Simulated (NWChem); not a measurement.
Species: hydrogen sulfate (HSO₄ anion); SMILES O=S(=O)([O-])O

```xyz
6

O     -0.0635    -1.2876    -0.8234
S      0.0060     0.1720     0.0764
O      0.0549    -0.3424     1.4785
O     -1.2442     0.8746    -0.2956
O      1.2498     0.8265    -0.3944
H      0.0091    -1.9670    -0.1399
```
Atoms are numbered in this order, from 1.

Computed with NWChem. All runs use the structure optimised with B3LYP/def2-SVPD. Not confirmed as a minimum by frequencies. Level: PBE0/aug-cc-pVDZ with SMD (1 M gas to 1 M solution), gas-phase geometry. Reactions with the solvent are ignored.

### Question
Order these by “cavity-dispersion-structure term (kcal/mol)”, lowest first: anisole; cyclohexane; 1,4-dioxane; water; methanol.

### Answer
1,4-dioxane (-3.8), anisole (-2.6), cyclohexane (-1.5), water (0.5), methanol (4.7)
